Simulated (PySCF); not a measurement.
CH4AlBrO, SMILES C[O][AlH][Br]. Atoms are numbered in the order given.

```xyz
8

Al    -1.0456     0.5001     0.0000
H     -2.6097     0.4066     0.0000
Br     0.2593    -1.3418     0.0000
O     -0.3126     2.0171     0.0000
C      0.9508     2.5986     0.0000
H      1.0797     3.2387     0.8899
H      1.0797     3.2387    -0.8899
H      1.7637     1.8497     0.0000
```

Coordinates come from a PBE0-D3(BJ)/def2-SVP optimisation. The structure was generated by enumeration; whether it is a known compound was not checked. One conformer was computed; it need not be the lowest.

Method: PySCF with TDDFT-PBE/def2-SVPD.

Vertical excitations. Gas-phase values at a fixed geometry. State labels are in the subgroup Cs.

```csv
state,symmetry,energy (eV),λ (nm),f,main pairs
S1,A",5.32,233,0.000,HOMO−1→LUMO 100 %
S2,A',5.57,222,0.026,"HOMO→LUMO 76 %, HOMO−1→LUMO+1 23 %"
S3,A",5.69,218,0.001,HOMO−2→LUMO 96 %
S4,A",5.77,215,0.001,HOMO→LUMO+1 96 %
S5,A',5.99,207,0.113,"HOMO−1→LUMO+1 75 %, HOMO→LUMO 21 %"
S6,A',6.23,199,0.017,HOMO−3→LUMO 87 %
S7,A',6.24,199,0.048,HOMO−2→LUMO+1 89 %
S8,A",6.49,191,0.050,HOMO−3→LUMO+1 94 %
S9,A",6.75,184,0.024,HOMO−4→LUMO 93 %
S10,A",7.04,176,0.000,"HOMO→LUMO+2 84 %, HOMO→LUMO+3 16 %"
T1,A',5.01,248,0,HOMO→LUMO 98 %
T2,A",5.19,239,0,HOMO−1→LUMO 97 %
T3,A",5.50,226,0,"HOMO−2→LUMO 77 %, HOMO→LUMO+1 19 %"
T4,A",5.59,222,0,"HOMO→LUMO+1 77 %, HOMO−2→LUMO 21 %"
```
Triplets are in the Tamm–Dancoff approximation, which puts them higher than full response would, so one can lie above its singlet here.
